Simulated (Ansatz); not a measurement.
Reaction (formal exchange of groups at a B–C bond): `CBN(C)C` + SiH₄ → `CN(C)B[SiH3]` + CH₄

Gas-phase electronic energies from Ansatz, PBE0-D4/def2-TZVP geometries. CCSD(T)/CBS adds triple-zeta CCSD(T) − MP2 to the extrapolated MP2 energy (def2 sets, frozen cores). This one scheme is used for every species. Functionals use def2-TZVPP. B3LYP here is the variant with VWN-RPA as its local correlation; programs differ in this. One conformer a species, not always the lowest.

Task: Is it downhill or uphill in electronic energy at CCSD(T)/CBS, and by how much? (Best estimate.)

Result: Ansatz gave: Uphill: ΔE = +7.4 kJ/mol.

Task: What do these levels give: PBE0-D4, B3LYP-D4, ωB97M-V, r2SCAN, HF/def2-TZVPP, MP2/def2-TZVPP, CCSD/def2-TZVPP, CCSD(T)/def2-TZVPP, HF/def2-QZVPP, HF/CBS(def2), MP2/CBS(def2), CCSD/CBS(def2)? (Best estimate.)

Result: Ansatz gave: PBE0-D4 3.4, B3LYP-D4 6.9, ωB97M-V 12.0, r2SCAN 5.6, HF/def2-TZVPP 20.8, MP2/def2-TZVPP 11.7, CCSD/def2-TZVPP 10.6, CCSD(T)/def2-TZVPP 8.2, HF/def2-QZVPP 21.2, HF/CBS(def2) 21.3, MP2/CBS(def2) 10.9, CCSD/CBS(def2) 9.8 kJ/mol.

Largest T1 diagnostic among the species: 0.013.

In def2-TZVPP, CCSD(T) changes the Hartree–Fock value by −12.6 kJ/mol (the triples alone add −2.4 kJ/mol) and MP2 by −9.2 kJ/mol. From PBE to PBE0 (25 % exact exchange), in def2-TZVPP and without D4, ΔE moves by +4.2 kJ/mol.
